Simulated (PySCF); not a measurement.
Molecule: 2-fluoropyrazine, C$_{4}$H$_{3}$FN$_{2}$ (charge 0, singlet). SMILES: Fc1cnccn1
Coordinates optimised at B3LYP-D3(BJ)/def2-TZVP (Ansatz):
```
C
N 1 1.3041
C 2 1.3369 1 115.83
F 1 1.3372 2 117.13 3 180.00
H 3 1.0834 2 117.00 1 -180.00
C 3 1.3864 5 121.48 2 180.00
N 6 1.3356 3 121.57 5 -180.00
C 7 1.3247 6 117.19 3 0.00
H 6 1.0830 7 117.28 8 -180.00
H 8 1.0831 7 118.92 6 180.00
```
Charge 0, spin multiplicity 1.

Dispersion corrections to the total energy (kcal/mol) from the dftd3 and dftd4 libraries through PySCF: D3(BJ) without and D4 with the three-body term, each with the damping fitted for the functional named.

| functional | D3(BJ) | D4 |
|---|---|---|
| PBE | -5.71 | -5.83 |
| PBE0 | -4.85 | -4.85 |
| TPSS | -7.13 | (withheld) |
| BHLYP | (withheld) | -6.48 |
| CAM-B3LYP | -4.26 | -4.83 |
| HSE06 | -3.55 | -4.46 |
| B3LYP | (withheld) | -9.37 |

Problem. What belongs in the gaps?

Solution. 
- TPSS, D4: -7.92
- BHLYP, D3(BJ): -7.60
- B3LYP, D3(BJ): -9.88
